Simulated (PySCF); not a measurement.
Compound: C₅H₈ClGeO (doublet state).
SMILES with atom numbers: `[CH2:1]=[CH:2][GeH2:3]/[C:4](=[CH:5]/[Cl:6])[CH2:7][O:8]` (hydrogens: H9, H10 on C1; H11 on C2; H12, H13 on Ge3; H14 on C5; H15, H16 on C7)

Method used: PBE0-D3(BJ)/def2-SVP geometry optimisation, gas phase in PySCF.

(1) List the bond lengths, angles and torsions at this level.

Results:

(1) 
```csv
bond,length (Å),order
C1=C2,1.336,double
C2–Ge3,1.941,single
Ge3–C4,1.957,single
C4=C5,1.335,double
C5–Cl6,1.737,single
C4–C7,1.503,single
C7–O8,1.346,single
C1–H9,1.096,single
C1–H10,1.096,single
C2–H11,1.098,single
"Ge3–H12, Ge3–H13",1.538,single
C5–H14,1.093,single
"C7–H15, C7–H16",1.119,single
```

Bonds in one row agree within 0.01 Å and their mean is given. Orders are formal, as drawn. A selection of angles:
```csv
angle,degrees
C1–C2–Ge3,123.3
C2–Ge3–C4,108.1
Ge3–C4–C5,120.1
Ge3–C4–C7,116.7
C5–C4–C7,123.2
C4–C5–Cl6,122.8
C4–C7–O8,116.1
```

Torsions: C1–C2–Ge3–C4 -110° (anticlinal); C2–Ge3–C4–C5 5° (synperiplanar); Ge3–C4–C5–Cl6 180° (antiperiplanar); Ge3–C4–C7–O8 -2° (synperiplanar). The mirror-image conformer, all signs reversed, is as good.

C2 (carbon bonded to C, Ge and H) is planar (angles 123.3°, 118.6° and 118.1°, sum 360.0°, 0.00 Å off the plane of its three neighbours). C4 (carbon bonded to 2 C and Ge) is planar (angles 123.2°, 120.1° and 116.7°, sum 360.0°, 0.00 Å off the plane of its three neighbours). The 3 C–C bonds span 1.335 Å (C4=C5, drawn double) to 1.503 Å (C4–C7, drawn single), a spread of 0.168 Å. Of the pairs four or more bonds apart, C2···H14 is among the closest relative to their van der Waals radii: 2.78 Å, 96 % of the sum of Bondi's values. C1 (carbon bonded to C and 2 H) is planar (angles 122.1°, 121.8° and 116.1°, sum 360.0°, 0.00 Å off the plane of its three neighbours). Ge3 (germanium bonded to 2 C and 2 H) is tetrahedral (angles from 108.1° to 110.5°). C5 (carbon bonded to C, Cl and H) is planar (angles 124.3°, 122.8° and 112.9°, sum 360.0°, 0.00 Å off the plane of its three neighbours).

Point group: C1 (no symmetry element, even within 0.4 Å). Not checked by PBE0-D3(BJ)/def2-SVP frequencies. ⟨S²⟩ = 0.754 (exact for a doublet: 0.75).
